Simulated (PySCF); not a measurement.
Rhenium: a sound run and one with changed settings

Sound run: Re²⁺ [Xe] 4f14 5d5, Re³⁺ [Xe] 4f14 5d4. All numbers are calculated (PySCF 2.14, a scalar-relativistic core potential, in def2-TZVP with the def2 core potential (60 electrons) (6s4p3d1f, 40 functions)). The sound run starts from symmetry-adapted Hartree-Fock orbitals and uses a fine grid where one is needed.

Changed run: radial step 0.8 in ln r (0.13 in the sound run). This setting is unsound on purpose.

```tsv
species	method	sound run (hartree)	changed run (hartree)	converged
Re²⁺	UHF	-76.74183	-76.74183	yes
Re²⁺	M06-2X	-77.15406	-77.27901	yes
Re²⁺	PBE	-77.30243	-78.19502	yes
Re³⁺	UHF	-75.74046	-75.74046	yes
Re³⁺	M06-2X	-76.12042	-76.25786	yes
Re³⁺	PBE	-76.26060	-77.17386	yes
```

Ionisation energy of Re²⁺:

| method | sound run (eV) | changed run (eV) |
| --- | --- | --- |
| UHF | 27.249 | 27.249 |
| M06-2X | 28.127 | 27.787 |
| PBE | 28.350 | 27.787 |

A coarse radial grid mis-integrates the density and the exchange-correlation energy, with errors of either sign; Hartree-Fock needs no grid.

For comparison, NIST gives 27 ± 1.6 eV between the lowest levels.
